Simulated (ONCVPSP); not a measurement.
Cutoff test, Fe, ONCV

iron, optimised norm-conserving Vanderbilt (ONCV), made with ONCVPSP 4.0.1 (LDA (Perdew-Wang 92), scalar-relativistic). Core [Ne], reference 3s2 3p6 3d5 (charge +3). Waves: 3s: rc 0.75 bohr, ncon 4, nbas 7, qcut 10.2 1/bohr, 2 projectors, debl 0.5 Ha; 3p: rc 1.35 bohr, ncon 4, nbas 7, qcut 8.6 1/bohr, 1 projector; 3d: rc 0.95 bohr, ncon 4, nbas 9, qcut 17.5 1/bohr, 1 projector; f scattering state at 0.33 Ha: rc 1.25 bohr, ncon 4, nbas 8, qcut 8.9 1/bohr, 1 projector. Local part: polynomial inside 0.70 bohr (lpopt 5, dvloc0 0 Ha). Core correction: Teter function, fcfact 1.75, rcfact 1.35.

In the s channel the program set the typed energies aside and used -4.804, 0.250 Ha.

Problem. For each optimised wave give the share of its norm inside rc, the residual kinetic energy above qcut (Ha) and the cutoffs (Ha) for errors of 10, 1, 0.1 and 0.01 mHa per electron.

Solution.

| wave | norm inside rc | residual KE | 10 mHa | 1 mHa | 0.1 mHa | 0.01 mHa |
| --- | --- | --- | --- | --- | --- | --- |
| 3s | 0.466 | 2.9e-03 | 45.2 | 82.4 | 182.3 | 216.5 |
| s projector 2 | 0.012 | 2.4e-04 | 27.3 | 42.9 | 93.1 | 285.3 |
| 3p | 0.918 | 5.4e-05 | 24.8 | 30.4 | 35.5 | 72.1 |
| 3d | 0.554 | 2.2e-07 | 87.4 | 107.5 | 123.4 | 135.9 |
| f projector 1 | 0.025 | 2.8e-05 | 11.7 | 23.8 | 34.0 | 62.9 |

The occupied waves need 107 Ha and 182 Ha for 1 and 0.1 mHa.
